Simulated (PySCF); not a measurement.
Isomers of C8H12OS, one GFN2-xTB conformer each. Single-point energies are computed at PBE0/pcSseg-1 (PySCF, gas phase, no added dispersion term), electronic only.

Question: Rank them by PBE0/pcSseg-1 energy, lowest first (kJ/mol).
A. `[CH2:1]=[C:2]([CH3:3])[CH2:4][C@H:5]1[CH2:6][S:7][CH2:8][C:9]1=[O:10]` with C1–C2–C4–C5 118°, C2–C4–C5–C6 -169°, C4–C5–C6–S7 77°, C5–C6–S7–C8 31°, C6–S7–C8–C9 -14°, S7–C8–C9–O10 172°
B. `[CH2:1]=[CH:2][CH2:3][C@@H:4]1[CH:5]=[CH:6][S@:7](=[O:8])[CH2:9][CH2:10]1` with C1–C2–C3–C4 122°, C2–C3–C4–C5 -66°, C3–C4–C5–C6 -117°, C5–C6–S7–O8 135°, C6–S7–C9–C10 -57°, S7–C9–C10–C4 75°
C. `[CH3:1][O:2][C@@:3]12[CH:4]=[CH:5][C@@H:6]([CH2:7][CH2:8]1)[C@@H:9]2[SH:10]` with C1–O2–C3–C4 -68°, C6–C9–S10–H -59°

Answer: A (0.0), C (78.8), B (207.9).

As drawn, the lowest has a C=O bond, which the highest lacks; the highest has an S=O bond, which the lowest lacks. GFN2-xTB itself gives, in the same order: 4.6, 0.0, 125.1. GFN2-xTB puts CO[C@@]12C=C[C@@H](CC1)[C@@H]2S lowest instead; measured from each level's own lowest isomer, the values differ by up to 82.8 kJ/mol (C=CC[C@@H]1C=C[S@](=O)CC1: 125.1 against 207.9).

Question: Which frontier levels, dipoles and rotational constants go with these structures?

Answer: 
```csv
SMILES,"HOMO (eV, PBE0/pcSseg-1)",LUMO (eV),dipole (D),"A, B, C (MHz)"
C=C(C)C[C@H]1CSCC1=O,-6.66,-0.88,1.65,"1976, 793.7, 747.5"
CO[C@@]12C=C[C@@H](CC1)[C@@H]2S,-6.41,-0.02,3.22,"1479, 1227, 873.6"
C=CC[C@@H]1C=C[S@](=O)CC1,-6.46,-0.52,4.63,"2465, 639.3, 581.0"
```
